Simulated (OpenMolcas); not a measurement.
Levels of Os6+ by method

```json
{"Program": "OpenMolcas", "Basis": "ANO-RCC-VQZP [9s8p6d4f3g2h]", "Scalar Hamiltonian": "DKH2, point nucleus", "Active space": "2 electrons in 5 orbitals (5d)", "State averaging": "2S+1 = 3 even, 10 roots; 2S+1 = 1 even, 15 roots", "Spin-orbit coupling": "RASSI with atomic mean-field integrals over the reference wave functions, term energies averaged over their components"}
```

Methods on the same reference wave functions:
A. CASSCF
B. SS-CASPT2, IPEA 0.25 Eh, imaginary shift 0.1 Eh (closed shells correlated: 5s 5p)

Energies in cm-1 above 5d2 3F2, the measured ground level; measured values from van het Hof, Joshi, Wyart and Sugar, J. Res. Natl. Inst. Stand. Technol. 100, 687 (1995).

| Level | A | B | Measured |
| --- | --- | --- | --- |
| 5d2 3F2 | 0.0 | 0.0 | 0.0 |
| 5d2 3F3 | 9751 | 10080 | 10308 |
| 5d2 3F4 | 17756 | 17770 |  |
| 5d2 3P0 | 18162 | 16470 | 15837 |
| 5d2 3P1 | 23942 | 22630 | 22098 |
| 5d2 1G4 | 33149 | 31400 | 31274 |
| 5d2 3P2 [56 %] | 34829 | 33030 | 33127 |
| 5d2 1S0 | 63849 | 58200 | 57710 |

Deviations, from unrounded energies. A percentage is the sum of absolute deviations over the sum of measured energies, with the sign that they share, or ± where signs differ.

| Against measurement | Levels | A | B |
| --- | --- | --- | --- |
| mean absolute deviation (cm-1) | 6 | 2400 | 350 |
| fine structure of the ground term (%) | 1 | -5.4 | -2.2 |
| other terms of the ground configuration (%) | 5 | +8.7 | ±1.2 |

B lies closest to measurement on these levels. The largest miss of B in the table is 5d2 3P0, by +630 cm-1. The ranking rests on the paired levels alone, and a cruder setting can come out closer through cancelling errors.

From A to B the spin-free energies of the other terms of 5d2 shown, above 3F, scale by factors of 0.87 to 0.88, as is usual when dynamic correlation screens the repulsion within a d or f shell.

The lowest spin-free term lies below A's lowest term by 0.249 hartree in B.

Term energies are means over components that CASPT2 splits; among the terms shown or strongly mixed into the levels shown the widest spread is 590 cm-1 (5d2 1G, B). Without dynamic correlation excited terms often stand tens of per cent too high (terms of higher spin than the ground term too low), and those without a measured partner can miss by more than the paired ones (holds for A). Measured partners are found by configuration, term and J. A level has none where our copy of the source lacks it or the pairing is in doubt (some pairs that miss far off the trend of their configuration count as doubtful), and it then counts in no deviation. Only configurations of the active space appear. Levels that lie high or do not pair safely by name in every column are left out.

A share in square brackets marks a mixed level and gives the weight of the term that names it, the lowest over the columns.
